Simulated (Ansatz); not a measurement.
The cluster Si5Ge3: single points at one geometry.

```yaml
crystal:
  periodic: [false, false, false]
  atoms:
    - {symbol: Si, position_ang: [0.849825, -0.438750, -0.957812]}
    - {symbol: Si, position_ang: [0.891879, -1.026309, 1.379233]}
    - {symbol: Si, position_ang: [-0.803741, 0.725007, 0.818571]}
    - {symbol: Si, position_ang: [1.538532, 1.505113, 0.240282]}
    - {symbol: Si, position_ang: [-1.229558, -1.508718, -0.017005]}
    - {symbol: Ge, position_ang: [0.695695, 1.160280, 2.603395]}
    - {symbol: Ge, position_ang: [-1.252990, 0.987189, -1.589855]}
    - {symbol: Ge, position_ang: [-0.689642, -1.403801, -2.476809]}
basis:
  gaussian: {orbitals: 6-31G}
hamiltonian: {xc: {name: B3LYP}, dispersion: d4}
scf: {omitted_lower_state_checks: [starts]}
output: {orbitals: {seedname: orbitals}}
```

The file start.molden holds the orbitals of an earlier run on this structure, at another level or in another basis.

```sh
$ ansatz run in.yaml --threads 4 --pin off --events-out ev --progress --plain --max-ram 4787MiB
```

Output, abridged:

```
Functional definition: B3LYP
1450 factors; integrals over basis functions are off by at most 2.2e-4 eV
mean field evaluation 1: about -208912.6330 eV, gradient 1.5e1 eV
mean field evaluation 2: about -208911.3758 eV, gradient 2.3e1 eV
mean field evaluation 4: about -208913.2376 eV, gradient 2.7e0 eV
mean field evaluation 8: about -208913.3212 eV, gradient 3.6e-1 eV
mean field evaluation 16: about -208913.3217 eV, gradient 2.6e-4 eV
mean field -208913.32169262 eV, -7677.4229656685 hartree, gradient 7.2e-5 eV, S^2 0.000000; 0 other end points of the search recorded, 0 dependent functions left out
reference -208913.32195620 eV, -7677.4229753546 hartree; 83, 83 occupied and 69, 69 virtual orbitals, 1450 factors
Total energy: -208914.68475920 eV, -7677.4730574412 hartree
Checks for a lower state left out: starts
```

Hardware: 4 threads of Intel Xeon 6975P-C on a shared host. Wall time 2.6 s.

The first input with `hamiltonian: {xc: hf}` (abridged; 1.9 s):

```
Functional definition: HF
mean field evaluation 16: about -208694.5620 eV, gradient 1.8e-5 eV
mean field -208694.56197531 eV, -7669.3836943379 hartree, gradient 1.8e-5 eV, S^2 0.000000
Total energy: -208694.56197531 eV, -7669.3836943379 hartree
Checks for a lower state left out: starts
```

The first input with `gaussian: {orbitals: def2-TZVPD, initial_orbitals: start.molden}`, `hamiltonian: {xc: pbe, dispersion: d4}` (abridged; 5.5 s):

```
Functional definition: PBE
mean field -208900.47446171 eV, -7676.9508386407 hartree, gradient 2.0e-5 eV, S^2 0.000000
Total energy: -208901.28477227 eV, -7676.9806170044 hartree
Checks for a lower state left out: starts
```

First input, but with `gaussian: {orbitals: def2-TZVPD, initial_orbitals: start.molden}`, `hamiltonian: {xc: pbe0, dispersion: d4}` (abridged; 14 s):

```
Functional definition: PBE0
the host lacks memory for fits, so the integrals are decomposed
mean field -208907.42650337 eV, -7677.2063214594 hartree, gradient 4.5e-5 eV, S^2 0.000000
Total energy: -208908.12740946 eV, -7677.2320792829 hartree
Checks for a lower state left out: starts
```

As the first input, with `gaussian: {orbitals: def2-SVP, initial_orbitals: start.molden}`, `hamiltonian: {xc: pbe, dispersion: d4}` (abridged; 1.6 s):

```
Functional definition: PBE
mean field -208865.27621714 eV, -7675.6573270110 hartree, gradient 2.6e-5 eV, S^2 0.000000
Total energy: -208866.08651614 eV, -7675.6871049499 hartree
Checks for a lower state left out: starts
```

The first input with `gaussian: {orbitals: def2-TZVP, initial_orbitals: start.molden}`, `hamiltonian: {xc: {name: BHLYP}, dispersion: d4}` (abridged; 12 s):

```
Functional definition: BHLYP
the host lacks memory for fits, so the integrals are decomposed
mean field -208941.03589115 eV, -7678.4414436788 hartree, gradient 2.3e-5 eV, S^2 0.000000
Total energy: -208942.48482000 eV, -7678.4946908320 hartree
Checks for a lower state left out: starts
```

First input, but with `gaussian: {orbitals: def2-TZVP, initial_orbitals: start.molden}`, `hamiltonian: {xc: r2scan, dispersion: d4}`, `output: {forces: true, orbitals: {seedname: orbitals}}` (abridged; 10 s):

```
Functional definition: r2SCAN
mean field -208940.82128345 eV, -7678.4335569913 hartree, gradient 1.7e-5 eV, S^2 0.000000
Total energy: -208940.98012593 eV, -7678.4393943450 hartree
Atom 0 force    -0.252810     0.057435     0.150309 eV/Å
Atom 1 force    -0.095972     0.196685    -0.094004 eV/Å
Atom 2 force     0.259836    -0.148126    -0.090928 eV/Å
Atom 3 force    -0.177713    -0.168476     0.043341 eV/Å
Atom 4 force     0.145062     0.157056    -0.096877 eV/Å
Atom 5 force    -0.016191    -0.031327    -0.126308 eV/Å
Atom 6 force     0.120702    -0.133227     0.117278 eV/Å
Atom 7 force     0.017087     0.069979     0.097189 eV/Å
Dipole moment:    -0.044328     0.087942    -0.064013 e Å
Checks for a lower state left out: starts
```

Geometry: r2SCAN-D4/def2-SVP.

The 6-31G sets use Cartesian d functions. B3LYP takes the VWN-RPA correlation. The structure comes from a short search, and lower isomers may exist.
